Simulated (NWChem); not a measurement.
Program: NWChem. System: H3GaSe, charge 0, spin multiplicity 1, at a geometry optimised with PBE/def2-SVP. The structure started from a generated list of species. Level: CCSD(T)/6-311G** (spherical d), 18 core orbitals frozen.

Input file:

```
start mol
memory heap 100 mb stack 700 mb global 1900 mb
geometry units angstroms nocenter noautoz
  Ga     0.056051    -1.183821     0.000000
  H      1.504626    -1.797744     0.000000
  H     -1.306534    -1.971002     0.000000
  Se    -0.012893     1.154995     0.000000
  H     -1.497293     1.197349     0.000000
  symmetry group Cs
end
basis spherical
  * library 6-311g**
end
scf
  rhf
  nopen 0
  maxiter 100
  thresh 1e-7
  semidirect memsize 60000000 filesize 0
end
tce
  freeze core 18
  ccsd(t)
  2eorb
  2emet 13
  thresh 1e-6
  maxiter 100
  tilesize 24
end
task tce energy
```

Part of the output:

```
             Northwest Computational Chemistry Package (NWChem) 7.3.0
             --------------------------------------------------------

                                NWChem Input Module
                                -------------------

 Scaling coordinates for geometry "geometry" by  1.889725989
 (inverse scale =  0.529177249)

 Turning off AUTOSYM since
 SYMMETRY directive was detected!

                             Geometry "geometry" -> ""
                             -------------------------

 Output coordinates in angstroms (scale by  1.889725989 to convert to a.u.)

  No.       Tag          Charge          X              Y              Z
 ---- ---------------- ---------- -------------- -------------- --------------
    1 Ga                  31.0000     0.05605100    -1.18382100     0.00000000
    2 H                    1.0000     1.50462600    -1.79774400     0.00000000
    3 H                    1.0000    -1.30653400    -1.97100200     0.00000000
    4 Se                  34.0000    -0.01289300     1.15499500     0.00000000
    5 H                    1.0000    -1.49729300     1.19734900     0.00000000

 Effective nuclear repulsion energy (a.u.)     288.3274695878

            Nuclear Dipole moment (a.u.)
            ----------------------------
        X                 Y               Z
 ---------------- ---------------- ----------------
     0.0000340151    -0.0000340151     0.0000000000

      Symmetry information
      --------------------

 Group name             Cs
 Group number              2
 Group order               2
 No. of unique centers     5

      Symmetry unique atoms

     1    2    3    4    5


 Summary of "ao basis" -> "" (spherical)
 ------------------------------------------------------------------------------
       Tag                 Description            Shells   Functions and Types
 ---------------- ------------------------------  ------  ---------------------
 *                          6-311g**                  on all atoms

 Summary of "ao basis" -> "ao basis" (spherical)
 ------------------------------------------------------------------------------
[...]
     L(1) DIIS level shift : 0.00D+00
     T(R) DIIS level shift : 0.00D+00
     T(I) DIIS level shift : 0.00D+00
   CC-T/L Amplitude update :  5-th order DIIS
                I/O scheme : Global Array Library
        L-threshold :  0.10D-05
        EOM-threshold :  0.10D-05
 no EOMCCSD initial starts read in
 TCE RESTART OPTIONS
 SLICE:      F
 D4D5:       F
 quantumc:   F
 qrotation:  F
 pwtce:      F
 qducc:      F
 nacto:                         0
 nrotv:                         0
 nrot:                          0

            Memory Information
            ------------------
          Available GA space size is     249025564 doubles
          Available MA space size is     104853604 doubles

 Maximum block size supplied by input
 Maximum block size        24 doubles

 tile_dim =     20

 -------------------------------------------------
   1    alpha     a'    11 doubles       0       1
   2    alpha     a"     5 doubles      11       2
   3    beta      a'    11 doubles      16       1
   4    beta      a"     5 doubles      27       2
   5    alpha     a'    17 doubles      32       5
   6    alpha     a'    17 doubles      49       6
   7    alpha     a'    18 doubles      66       7
   8    alpha     a"    20 doubles      84       8
   9    beta      a'    17 doubles     104       5
  10    beta      a'    17 doubles     121       6
  11    beta      a'    18 doubles     138       7
  12    beta      a"    20 doubles     156       8

 Global array virtual files algorithm will be used

 Parallel file system coherency ......... OK

 4-electron integrals stored in orbital form

 v2    file size   =          6439530
 4-index algorithm nr.  13 is used
 imaxsize =       30
 imaxsize ichop =        0


CCSD iterations
 ---------------------------------------------------------
 Iter          Residuum       Correlation     Cpu    Wall
 ---------------------------------------------------------
    1   0.2079638516161  -0.5048872734120     1.3     1.3
    2   0.0437534940237  -0.4976699765150     1.3     1.3
    3   0.0146070188370  -0.5087535761533     1.3     1.3
    4   0.0060323764680  -0.5091918117396     1.3     1.3
    5   0.0025944310420  -0.5102510207890     1.3     1.3
    6   0.0010848673398  -0.5105573740581     1.4     1.4
    7   0.0005568302013  -0.5105891449992     1.4     1.4
    8   0.0003270739068  -0.5105946507221     1.4     1.4
    9   0.0002057459364  -0.5106009360973     1.4     1.4
   10   0.0001296225412  -0.5106071321463     1.4     1.4
   11   0.0000243300442  -0.5106178603801     1.4     1.4
   12   0.0000111799648  -0.5106159440892     1.4     1.4
   13   0.0000064841540  -0.5106161428212     1.4     1.4
   14   0.0000038249412  -0.5106159371616     1.4     1.4
   15   0.0000023350734  -0.5106159158430     1.4     1.4
   16   0.0000005091783  -0.5106158121778     1.4     1.4
 -----------------------------------------------------------------
 Iterations converged
 CCSD correlation energy / hartree =        -0.510615812177756
 CCSD total energy / hartree       =     -4325.290070794138956

 Singles contributions

 Doubles contributions
 CCSD(T)
 Using plain CCSD(T) code
             total no. of tasks          160
 total no. of tasks / no. procs          160
                         wl_min       722500           9.5
                         wl_max      9583200          14.6
        thresh for no. of tasks          160

 CCSD[T]  correction energy / hartree =        -0.016821950473256
 CCSD[T] correlation energy / hartree =        -0.527437762651012
 CCSD[T] total energy / hartree       =     -4325.306892744612014
 CCSD(T)  correction energy / hartree =        -0.014963176902811
 CCSD(T) correlation energy / hartree =        -0.525578989080568
 CCSD(T) total energy / hartree       =     -4325.305033971041667

 Task  times  cpu:      116.9s     wall:      116.9s

 Total times  cpu:      116.9s     wall:      116.9s
```
